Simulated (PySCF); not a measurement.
**Continuum solvent and chemical shifts**

Mapped SMILES: `[F:1][C:2]([F:3])([F:4])[c:5]1[cH:6][cH:7][n:8][nH:9]1`. Each H is labelled by its parent atom.

GIAO PBE0/pcSseg-1 in PySCF on one PBE0-D3(BJ)/def2-SVP conformer, non-relativistic, equivalent nuclei averaged. Solvents enter as an IEF-PCM continuum (cyclohexane with ε = 2.0, methanol with ε = 32.6) around the gas-phase geometry. Shifts are referred to CFCl3, TMS computed in the same medium.

In cyclohexane, δ in ppm: F1/F3/F4 -73.2, C7 145.2, C5 137.1, C2 126.3, C6 111.4, H(N9) 9.75, H(C7) 7.73, H(C6) 6.87. Dipole moment 0.21 D.

Q: How does each δ change in the more polar medium?

A: 
| atoms | environment | Δδ, methanol |
| --- | --- | --- |
| F1/F3/F4 | fluorine of a CF3 group | +1.3 |
| C7 | aromatic CH next to a ring nitrogen | +0.8 |
| C5 | substituted aromatic carbon next to a ring nitrogen | +1.1 |
| C2 | CF3 carbon | +0.8 |
| C6 | aromatic CH | +1.0 |
| H(N9) | hydrogen on a pyrrole-type ring nitrogen | +0.37 |
| H(C7) | hydrogen on an aromatic CH next to a ring nitrogen | +0.08 |
| H(C6) | hydrogen on an aromatic CH | +0.18 |

Changes are relative to cyclohexane. The dipole moment becomes 0.17 D in methanol.

Q: Which nuclei move most (in ppm), and what does the model miss?

A: F1/F3/F4 (fluorine of a CF3 group, +1.3 ppm) in methanol. A continuum only polarises the solute; specific hydrogen bonds, the anisotropy of aromatic solvents and changes of geometry or conformer are outside it.
